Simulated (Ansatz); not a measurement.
Z-matrix (Å, degrees):
```
Al
Si 1 2.4643
H 2 1.4993 1 113.36
H 2 1.4994 3 107.93 1 126.19
H 2 1.5037 3 106.97 4 114.77
Si 1 2.4656 2 120.23 3 -26.25
H 6 1.4997 1 113.37 2 -22.85
H 6 1.4998 7 107.83 1 125.83
H 6 1.5036 7 106.97 8 114.70
Si 1 2.4657 2 120.74 3 152.35
H 10 1.4993 1 113.89 2 13.24
H 10 1.5004 11 107.78 1 -124.92
H 10 1.5032 11 107.15 12 -114.65
```
Charge 0, spin multiplicity 1.

All values below come from Ansatz (a quantum-chemistry and plane-wave program) with frozen-core CCSD(T)/cc-pVTZ // PBE-D3(BJ)/def2-TZVP.

The HF energy comes out as -1113.98232 Ha and the MP2 correlation energy is -0.45950 Ha.

**Question.** Estimate the CCSD correlation energy, the (T) correction, the total energy and the T1 diagnostic.

**Answer.** 
```yaml
CCSD correlation energy: -0.54556 Ha
"(T) correction": -0.01882 Ha
CCSD(T) total energy: -1114.54670 Ha
T1 diagnostic: 0.014
```
